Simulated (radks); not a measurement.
Values are calculated unless marked as measured or tabulated.
Os LVII, configuration [Ne] 3s2 3p5.5 3d2 4d0.5 (fractional occupations, a model configuration). Code: a radial shooting solver on a logarithmic mesh with Libxc functionals. Model: Dirac Kohn-Sham, PBE, spin-unpolarised, spherical densities, finite nucleus; open shells fill j = l - 1/2 first; Fermi nuclear charge, rms radius 5.4126 fm.

Normalised radial functions P(r) = r R(r) (large component), r in bohr:

```
   r/bohr * 2p3/2, o 3p3/2, + 3d5/2 (the largest magnitude, 3.68, reaches the edge; | marks zero, & curves that meet)
 0.002422                             &
 0.002709                             &*
 0.003055                             &*
 0.003444                             &*
 0.003852                             +&
 0.004343                             +&
 0.004897                             +o*
 0.005477                             +o*
 0.006176                             +o*
 0.006963                             + o*
 0.007788                             + o *
 0.008781                             + o *
 0.009901                             +  o *
  0.01107                             +  o  *
  0.01249                             +   o  *
  0.01408                             +    o   *
  0.01575                             +     o   *
  0.01775                             |+    o     *
  0.02002                             |+     o      *
  0.02239                             |+      o       *
  0.02525                             | +      o        *
  0.02846                             | +       o         *
  0.03209                             |  +       o          *
   0.0359                             |  +       o            *
  0.04047                             |   +       o            *
  0.04563                             |     +    o              *
  0.05104                             |      +   o               *
  0.05755                             |        &                 *
  0.06489                             |      o  +               *
  0.07258                             |   o       +            *
  0.08183                             o             +       *
  0.09226                         o   |               +   *
   0.1032                     o       |                &
   0.1164                 o           |            *    +
   0.1312              o              |         *        +
   0.1467           o                 |      *           +
   0.1654          o                  |    *            +
   0.1865          o                  |  *            +
   0.2086            o                | *           +
   0.2352              o              |*          +
   0.2652                 o           *        +
   0.2967                    o        *     +
   0.3345                       o     *   +
   0.3771                          o  * +
   0.4252                           o *+
   0.4756                            o*+
   0.5363                             &
   0.6046                             &
   0.6763                             &
   0.7625                             &
   0.8597                             &
   0.9616                             &
    1.084                             &
```

2p3/2: eigenvalue -14666.8 eV, 0 radial nodes, <r> = 0.0688 bohr, 90 % of the charge inside 0.111 bohr. 3p3/2: eigenvalue -5812.3 eV, 1 radial node at r = 0.0830 bohr, <r> = 0.184 bohr, 90 % of the charge inside 0.273 bohr. 3d5/2 (empty): eigenvalue -5433.4 eV, 0 radial nodes, <r> = 0.162 bohr, 90 % of the charge inside 0.247 bohr.
